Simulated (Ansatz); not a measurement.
Ansatz (a program for electronic structure) input:
A basis named .json is the Basis Set Exchange file of that set.

Ansatz 0.2 input:
```yaml
crystal:
  periodic: [false, false, false]
  atoms:
    - {symbol: C, position_ang: [-1.68480568, -0.90663874, 0.58619323]}
    - {symbol: Si, position_ang: [-0.66094399, 0.50719788, -0.12356768]}
    - {symbol: Si, position_ang: [1.62536493, 0.04512735, -0.22564438]}
    - {symbol: H, position_ang: [-2.74265161, -0.63545360, 0.60990894]}
    - {symbol: H, position_ang: [-1.36868765, -1.14172821, 1.60353084]}
    - {symbol: H, position_ang: [-1.57562814, -1.80697268, -0.02015034]}
    - {symbol: H, position_ang: [-0.83858690, 1.72516672, 0.70687885]}
    - {symbol: H, position_ang: [-1.11990660, 0.82081799, -1.50039093]}
    - {symbol: H, position_ang: [1.98449617, -1.08280881, -1.12581723]}
    - {symbol: H, position_ang: [2.26790565, -0.17174212, 1.09784927]}
basis:
  gaussian:
    orbitals: def2-TZVPP
    fitting: {mean_field: def2-universal-jkfit, correlation: def2-TZVPP-RIFIT.json}
magnetization: {spin_polarized: true, initial_magnetization: 1}
correlation: {method: mp2, electrons: outside_noble_gas}
```

What final total energy does it print?

-620.22512 Eh (RI-MP2/def2-TZVPP). The basis has 213 functions.

It need not be the lowest isomer of its formula.
